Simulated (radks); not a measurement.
Tc2+, configuration [Kr] 4d5.

All-electron calculation, scalar-relativistic Kohn-Sham, LDA (Slater exchange, Perdew-Zunger correlation), spin-polarised, spherical densities, point nucleus; open shells are filled with parallel spins first (spin-orbit coupling, left out, can overturn this in heavy ions). Program: a radial shooting solver on a logarithmic mesh with Libxc functionals.

Energy parts (hartree):
total: -4280.53301
kinetic: 4418.79698
electron-nucleus: -10296.48843
Hartree: 1720.74958
exchange-correlation: -123.59115

Orbitals (lengths in bohr, moments of r in powers of bohr):
| orbital | occ. | eigenvalue (hartree) | <r^4> | <r> | <r^2> |
|---|---|---|---|---|---|
| 1s up | 1 | -766.4605 | 6.542e-06 | 0.03432 | 0.001589 |
| 1s down | 1 | -766.4604 | 6.542e-06 | 0.03432 | 0.001589 |
| 2s up | 1 | -109.8884 | 0.001202 | 0.1498 | 0.02644 |
| 2s down | 1 | -109.8651 | 0.001202 | 0.1498 | 0.02643 |
| 2p up | 3 | -98.48071 | 0.0008596 | 0.1304 | 0.02079 |
| 2p down | 3 | -98.46258 | 0.0008593 | 0.1304 | 0.02078 |
| 3s up | 1 | -19.60825 | 0.06091 | 0.4163 | 0.1985 |
| 3s down | 1 | -19.59178 | 0.06076 | 0.4161 | 0.1983 |
| 3p up | 3 | -15.86515 | 0.06666 | 0.4170 | 0.2024 |
| 3p down | 3 | -15.84720 | 0.06643 | 0.4169 | 0.2021 |
| 3d up | 5 | -9.78890 | 0.07070 | 0.3994 | 0.1916 |
| 3d down | 5 | -9.76477 | 0.07019 | 0.3992 | 0.1912 |
| 4s up | 1 | -3.33434 | 2.440 | 1.059 | 1.271 |
| 4s down | 1 | -3.22444 | 2.404 | 1.054 | 1.260 |
| 4p up | 3 | -2.30880 | 3.915 | 1.172 | 1.574 |
| 4p down | 3 | -2.19217 | 3.883 | 1.167 | 1.563 |
| 4d up | 5 | -0.87688 | 17.40 | 1.609 | 3.078 |
| 4d down | 0 | -0.75785 | 20.12 | 1.641 | 3.235 |

The highest occupied level is 4d up at -23.861 eV. For comparison, the ionisation energy in NIST's Atomic Spectra Database is 29.550 eV (semi-empirical). In exact Kohn-Sham theory the highest level is minus the ionisation energy, but local and semilocal functionals leave it too shallow, through self-interaction and a potential that decays too fast; potentials with the right tail come closer.
